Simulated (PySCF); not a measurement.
## Simulated absorption spectrum

Compound: C₄HCl₂F₃O.
Geometry (GFN2-xTB, Å), atoms numbered from 1 in this order:
```
atom  x, y, z in Å
O1     2.3465    0.7951   -0.4128
C2     1.5462   -0.0292   -0.0972
Cl3    2.0527   -1.6252    0.3848
C4     0.0821    0.1928   -0.0724
C5    -0.3287    1.4314   -0.4092
Cl6   -1.8966    2.0214   -0.4722
C7    -0.8296   -0.9445    0.3294
F8    -0.6017   -1.3487    1.5868
F9    -2.1257   -0.6254    0.2747
F10   -0.6814   -2.0139   -0.4636
H11    0.4414    2.1489   -0.6742
```

Theory: TDDFT CAM-B3LYP/def2-SVPD, vertical, gas phase, core orbitals frozen in the response in PySCF 2.14.0, density-fitted response routines.

Computed states:

| state | E (eV) | f |
| --- | --- | --- |
| S1 | 4.46 | 0.0000 |
| S2 | 5.50 | 0.402 |
| S3 | 5.70 | 0.0006 |
| S4 | 5.93 | 0.0003 |
| S5 | 6.25 | 0.052 |
| S6 | 7.55 | 0.0005 |
| S7 | 7.64 | 0.0002 |
| S8 | 7.95 | 0.0086 |

Each state is given a Gaussian of 0.4 eV full width at half maximum, with ε(max) = 2.175×10⁸ f / Δν̃ (Δν̃ the width in cm⁻¹). The cross-section is σ = 3.8235×10⁻²¹ ε cm², given in Mb (10⁻¹⁸ cm²). The width is an assumption, not a result. The curve ends short of the highest state used, and states not computed would add to its high-energy end.

(1) Give the broadened spectrum and its maxima.

(2) On this curve, what absorbance would a 10⁻⁴ mol/L sample give at 280 nm over a 1 cm path?

(3) Coming from long wavelengths, where does ε first pass 100 L mol⁻¹ cm⁻¹?

## Answers

(1) 
| λ (nm) | σ (Mb) |
| --- | --- |
| 168.6 | 0.08 |
| 172.2 | 0.02 |
| 175.7 | 0.00 |
| 179.3 | 0.01 |
| 182.8 | 0.09 |
| 186.3 | 0.76 |
| 189.9 | 3.41 |
| 193.4 | 8.45 |
| 197.0 | 12.90 |
| 200.5 | 12.49 |
| 204.0 | 8.47 |
| 207.6 | 5.95 |
| 211.1 | 10.88 |
| 214.7 | 29.09 |
| 218.2 | 59.40 |
| 221.7 | 90.19 |
| 225.3 | 103.77 |
| 228.8 | 91.98 |
| 232.4 | 63.87 |
| 235.9 | 36.21 |
| 239.4 | 16.96 |
| 243.0 | 6.48 |
| 246.5 | 2.17 |
| 250.0 | 0.63 |
| 253.6 | 0.15 |
| 257.1 | 0.04 |
| 260.7 | 0.01 |
| 264.2 | 0.01 |
| 267.7 | 0.01 |
| 271.3 | 0.01 |
| 274.8 | 0.01 |
| 278.4 | 0.01 |
| 281.9 | 0.01 |
| 285.4 | 0.01 |
| 289.0 | 0.01 |
| 292.5 | 0.00 |
| 296.1 | 0.00 |
| 299.6 | 0.00 |
| 303.1 | 0.00 |
| 306.7 | 0.00 |
| 310.2 | 0.00 |
| 313.8 | 0.00 |
| 317.3 | 0.00 |
| 320.8 | 0.00 |

Maxima: 225 nm (5.50 eV), ε about 27000, made up of S2 (100%); 198 nm (6.25 eV), ε about 3500, made up of S5 (100%) (ε in L mol⁻¹ cm⁻¹; maxima over ε = 5, shares over 10%). At its high-energy end, 7.35 eV, the curve is still rising (ε about 21, from S6 and S7).

(2) 280 nm is 4.428 eV, where ε is about 2.6 L mol⁻¹ cm⁻¹, so A = ε c l ≈ 0.00026 (Beer–Lambert, with the gas-phase spectrum and the assumed width).

(3) At about 251 nm (4.93 eV), 0.47 eV above S1.

One conformer stands for the species.
